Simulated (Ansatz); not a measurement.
The same substitution along the group B, Al, Ga.

Calculated with Ansatz (gas phase, PBE0-D4/def2-TZVP geometries, no zero-point term in ΔE). CCSD(T)/CBS is the MP2 limit (def2-TZVPP, def2-QZVPP) plus CCSD(T) − MP2 in def2-TZVPP, frozen cores. This one scheme is used for every species. DFT in def2-TZVPP. B3LYP here is the variant with VWN-RPA as its local correlation; programs differ in this. For Ga outer-core shells are correlated without core-valence functions, which leaves a few kJ/mol of doubt a bond. Scalar relativity is left out up to krypton. One conformer a species, not always the lowest.

| reaction | PBE0-D4 (eV) | B3LYP-D4 (eV) | CCSD(T)/CBS(def2) (eV) |
| --- | --- | --- | --- |
| `CC(C)B(O)O` + `NC=O` → `CNC=O` + `CCB(O)O` | 0.16 | 0.15 | 0.19 |
| `C[CH](C)[Al]([OH])[OH]` + `NC=O` → `CNC=O` + `C[CH2][Al]([OH])[OH]` | 0.11 | 0.09 | 0.13 |
| `C[CH](C)[Ga]([OH])[OH]` + `NC=O` → `CNC=O` + `C[CH2][Ga]([OH])[OH]` | 0.16 | 0.15 | 0.19 |

Largest T1 diagnostic: 0.016, for `NC=O`.
